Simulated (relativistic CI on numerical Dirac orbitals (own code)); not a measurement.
A reference radial Dirac CI calculation of V I gave the lowest total energy -947.73745 Ha in 33 SCF steps, from this input:

```
atom V  Z=23  charge=0  electrons=23
nucleus A=51  rms_radius_fm=3.6002
hamiltonian dirac-coulomb  breit=on  qed=on  c_scale=1
orbitals kli  potential=per-configuration
slater_scale 1
correlation none
mixing on
grid step=0.0125 r_max=149
scf mixing=0.4 start=green max_iterations=150 tolerance=2e-08 node_fill=0.05
configurations
  [Ar] 3d3 4s2
  [Ar] 3d4 4s
  [Ar] 3d3 4s 4p
end
```

One setting was then changed, and the output read:

```
SCF 1: [Ar] 3d3 4s2
 iter      energy (Ha)   residual   last orbital (Ha)
    1      -947.787771   4.53e-01     -0.23798
    2      -948.082044   2.35e-01     -0.28334
    3      -948.105310   2.00e-01     -0.29229
    4      -948.147414   9.08e-02     -0.36315
    5      -948.149752   7.69e-02     -0.34525
    6      -948.147783   1.15e-01     -0.41595
    7      -948.147778   1.47e-01     -0.47499
    8      -948.147591   1.33e-02     -0.20807
    9      -948.147993   1.96e-02     -0.19762
   10      -948.148162   1.92e-03     -0.22756
   11      -948.148040   6.40e-04     -0.22462
   12      -948.148017   1.14e-04     -0.22561
   13      -948.148004   6.96e-05     -0.22561
   14      -948.147993   2.38e-05     -0.22561
   15      -948.147986   3.63e-06     -0.22562
   16      -948.147986   7.14e-08     -0.22562
   17      -948.147986   2.02e-08     -0.22562
   18      -948.147986   6.61e-09     -0.22562
SCF 2: [Ar] 3d4 4s
 iter      energy (Ha)   residual   last orbital (Ha)
    1      -947.778815   4.86e-01     -0.23798
    2      -947.995106   2.23e-01     -0.25092
    3      -948.110482   1.06e-01     -0.27251
    4      -948.104872   2.89e-02     -0.27943
    5      -948.092346   3.78e-03     -0.28242
    6      -948.092821   1.02e-03     -0.28395
    7      -948.092147   3.38e-04     -0.28425
    8      -948.092269   5.95e-05     -0.28437
    9      -948.092305   1.06e-05     -0.28438
   10      -948.092302   1.03e-06     -0.28437
   11      -948.092302   6.97e-07     -0.28437
   12      -948.092302   6.03e-08     -0.28437
   13      -948.092302   3.88e-08     -0.28437
   14      -948.092302   3.06e-09     -0.28437
SCF 3: [Ar] 3d3 4s 4p
 iter      energy (Ha)   residual   last orbital (Ha)
    1      -947.684898   4.52e-01     -0.12842
    2      -948.004199   2.42e-01     -0.13796
    3      -948.065479   4.32e-02     -0.13702
    4      -948.067302   8.20e-03     -0.13657
    5      -948.067841   1.63e-03     -0.13595
    6      -948.067168   1.22e-03     -0.13621
    7      -948.067496   2.34e-05     -0.13647
    8      -948.067511   1.05e-05     -0.13648
    9      -948.067504   7.31e-07     -0.13648
   10      -948.067504   3.41e-08     -0.13648
   11      -948.067504   8.77e-09     -0.13648
orbital energies (Ha): 2p1/2 -18.4205  2p3/2 -18.1631  3s -2.6146  3p1/2 -1.6689  3p3/2 -1.6398  3d3/2 -0.2292  3d5/2 -0.2271  4s -0.2256
configuration averages (Ha): Dirac-Coulomb, Breit, QED
  3d3 4s2                       -948.147986    0.305868    0.204675
  3d4 4s                        -948.092302    0.305583    0.204567
  3d3 4s 4p                     -948.067504    0.305824    0.204602
levels: no., configuration, term, J, E (cm-1), weight
   1 3d3 4s2                4F   3/2              0.0  0.99
   2 3d3 4s2                4F   5/2            159.4  0.99
   3 3d3 4s2                4F   7/2            376.7  0.99
   4 3d3 4s2                4F   9/2            647.0  0.99
   5 3d4 4s                 6D   1/2           2693.1  1.00
   6 3d4 4s                 6D   3/2           2746.9  1.00
   7 3d4 4s                 6D   5/2           2835.3  1.00
   8 3d4 4s                 6D   7/2           2956.8  1.00
   9 3d4 4s                 6D   9/2           3109.3  1.00
  10 3d3 4s 4p              6G*  3/2           6077.1  1.00
  11 3d3 4s 4p              6G*  5/2           6176.0  1.00
  12 3d3 4s 4p              6G*  7/2           6313.7  1.00
  13 3d3 4s 4p              6G*  9/2           6489.3  1.00
  14 3d3 4s 4p              6G*  11/2          6702.0  1.00
lowest total energy -947.711138 Ha
end: converged
```

Q: Which setting was changed?
A. Breit term
B. start potential
C. node fill of the KLI weights
D. charge

A: C. The node fill of the KLI weights 0.5.
